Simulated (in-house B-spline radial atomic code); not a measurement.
Configurations of Ge V (Ge4+), with energies counted from [Ar] 3d10. All numbers are computed (Dirac-Hartree-Fock, average of configuration; Fermi nucleus of rms radius 4.0742 fm) with a radial B-spline atomic code at the basis-set limit, not measured. Energies include first-order Breit, QED and recoil terms.

Occupations are held fixed; configurations that lie above the ionisation limit could autoionise.

| configuration | E - E(ref) (eV) | highest orbital | its <r> (bohr) |
| --- | --- | --- | --- |
| [Ar] 3d9 4s1 | 28.201 | 4s1/2 | 1.753 |
| [Ar] 3d9 5s1 | 59.121 | 5s1/2 | 3.531 |
| [Ar] 3d9 4f1 | 66.907 | 4f5/2 | 3.519 |
| [Ar] 3d9 5f1 | 74.613 | 5f5/2 | 6.175 |
| [Ar] 3d9 5g1 | 74.773 | 5g9/2 | 5.497 |
| [Ar] 3d9 7s1 | 76.823 | 7s1/2 | 8.855 |
| [Ar] 3d9 7p1 | 77.922 | 7p3/2 | 9.61 |
| [Ar] 3d9 7f1 | 81.364 | 7f5/2 | 13.31 |
| [Ne] 3s2 3p5 3d10 4d1 | 153.45 | 4d5/2 | 2.591 |
| [Ne] 3s2 3p5 3d10 5s1 | 156.86 | 5s1/2 | 3.528 |
| [Ne] 3s2 3p5 3d10 5f1 | 172.37 | 5f5/2 | 6.168 |

(1) Order these further configurations by energy, lowest first.
A. [Ne] 3s2 3p5 3d10 5d1
B. [Ne] 3s2 3p5 3d10 6d1
C. [Ar] 3d9 6g1
D. [Ar] 3d9 5p1
E. [Ne] 3s2 3p5 3d10 6s1

(2) How far above the reference does [Ne] 3s2 3p5 3d10 7f1 lie?

(3) How far above the reference does [Ne] 3s2 3p5 3d10 5g1 lie?

(4) How far above the reference does [Ne] 3s2 3p5 3d10 7s1 lie?

(5) One of these lies 70.97 eV from the reference. Which?
A. [Ar] 3d9 6p1
B. [Ne] 3s2 3p5 3d10 6f1
C. [Ar] 3d9 6f1
D. [Ar] 3d9 6s1

Results:

(1) D (63.302 eV), C (78.931 eV), A (167.32 eV), E (168.73 eV), B (173.85 eV).

(2) 179.13 eV; its least bound orbital is 7f5/2 with <r> = 13.3 bohr.

(3) 172.54 eV; its least bound orbital is 5g9/2 with <r> = 5.497 bohr.

(4) 174.58 eV; its least bound orbital is 7s1/2 with <r> = 8.851 bohr.

(5) D.
